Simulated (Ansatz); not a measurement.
BrHSi (`[SiH]Br`), 3 atoms. Charge 0, multiplicity 1. Correlated methods include outer-core shells of Br, which these sets cover unevenly. Scalar relativity is left out up to krypton. All runs use 2 threads of a server CPU on a shared host. Correlated methods freeze the cores. Open-shell runs search over several starts.

(1) Give the basis size and wall time and peak host memory of each of these runs in Ansatz. RKS ωB97M-V/def2-SVP energy; RKS PBE0-D4/def2-QZVPP energy; RKS SPW92/def2-TZVPP energy; RHF-CCSD(T)/def2-TZVPP energy; UKS ωB97M-V/def2-TZVPP energy of the cation; RKS PBE0-D4/def2-TZVP relaxation (4 steps); UKS PBE0-D4/def2-TZVPP energy of the cation; RKS CAM-B3LYP-D4/def2-TZVPP energy; RKS PBE0-D4/def2-SVP energy; RKS ωB97M-V/def2-QZVPP energy; UKS B3LYP-D4/def2-TZVPP energy of the cation; RKS PBE0-D4/def2-TZVP frequencies. (An estimate is asked.)

Answers

(1) Ansatz gave: Other jobs shared the machine, so times are rough.

```json
{"level": "RKS SPW92/def2-TZVPP", "job": "energy", "functions": "104", "wall time": "0.55 s", "peak host memory (GiB)": "0.11"}
{"level": "RKS PBE0-D4/def2-SVP", "job": "energy", "functions": "55", "wall time": "0.65 s", "peak host memory (GiB)": "0.1"}
{"level": "RKS CAM-B3LYP-D4/def2-TZVPP", "job": "energy", "functions": "104", "wall time": "1.4 s", "peak host memory (GiB)": "0.19"}
{"level": "UKS B3LYP-D4/def2-TZVPP", "job": "energy of the cation", "functions": "104", "wall time": "2.3 s", "peak host memory (GiB)": "0.22"}
{"level": "UKS PBE0-D4/def2-TZVPP", "job": "energy of the cation", "functions": "104", "wall time": "2.4 s", "peak host memory (GiB)": "0.22"}
{"level": "RHF-CCSD(T)/def2-TZVPP", "job": "energy", "functions": "104", "wall time": "2.8 s", "peak host memory (GiB)": "0.27"}
{"level": "RKS PBE0-D4/def2-QZVPP", "job": "energy", "functions": "189", "wall time": "2.8 s", "peak host memory (GiB)": "0.4"}
{"level": "RKS ωB97M-V/def2-SVP", "job": "energy", "functions": "55", "wall time": "2.9 s", "peak host memory (GiB)": "0.14"}
{"level": "RKS PBE0-D4/def2-TZVP", "job": "relaxation (4 steps)", "functions": "91", "wall time": "7 s", "peak host memory (GiB)": "0.15"}
{"level": "UKS ωB97M-V/def2-TZVPP", "job": "energy of the cation", "functions": "104", "wall time": "8.5 s", "peak host memory (GiB)": "0.33"}
{"level": "RKS ωB97M-V/def2-QZVPP", "job": "energy", "functions": "189", "wall time": "8.5 s", "peak host memory (GiB)": "0.47"}
{"level": "RKS PBE0-D4/def2-TZVP", "job": "frequencies", "functions": "91", "wall time": "13 s", "peak host memory (GiB)": "0.15"}
```

B3LYP here is the variant with VWN-RPA as its local correlation; programs differ in this.
